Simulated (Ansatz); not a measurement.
Reaction (atomization): `F[Si](F)(F)I` → 3 F• + I• + Si•

Gas-phase electronic energies from Ansatz, PBE0-D4/def2-TZVP geometries. CCSD(T)/CBS is the MP2 limit (def2-TZVPP, def2-QZVPP) plus CCSD(T) − MP2 in def2-TZVPP, frozen cores. This one scheme is used for every species, atoms too. Open shells (•) are unrestricted, without spin–orbit coupling. Spin–orbit coupling would lower the free atoms: a little for F, Si; strongly for I. def2 core potentials past Kr. For I outer-core shells are correlated without core-valence functions, so the limit isn't a true one: a few kJ/mol of doubt a bond, and 10 to 20 or more in all where bonds break to atoms.

| species | CCSD(T)/CBS(def2) energy (Eh) |
| --- | --- |
| `F[Si](F)(F)I` | -886.14639 |
| F• | -99.66871 |
| I• | -297.40544 |
| Si• | -288.94402 |

(1) Work out ΔE.

Largest T1 diagnostic among the species: 0.012.

Results:

(1) ΔE = 3 × (-99.66871) + (-297.40544) + (-288.94402) − (-886.14639) = 0.79080 Eh = +2076.2 kJ/mol.

In def2-TZVPP, CCSD(T) changes the Hartree–Fock value by +488.0 kJ/mol (the triples alone add +39.7 kJ/mol) and MP2 by +611.2 kJ/mol; breaking electron pairs costs correlation energy, which Hartree–Fock lacks. From BLYP to BHLYP (50 % exact exchange), in def2-TZVPP and without D4, ΔE moves by −82.9 kJ/mol: exact exchange takes away binding that semilocal exchange gives to molecules. At CCSD(T), def2-SVP lies −245.4 kJ/mol from the extrapolated value and def2-TZVPP −82.1 kJ/mol: correlation converges slowly with the basis, and small sets miss more of it in the bonded molecule than in its fragments.

For atomizations the MP2-based limit and the directly extrapolated one differ by several kJ/mol either way, and by 10 to 25 for some Ge, Se and Sn compounds, so smaller differences from it don't rank the levels.
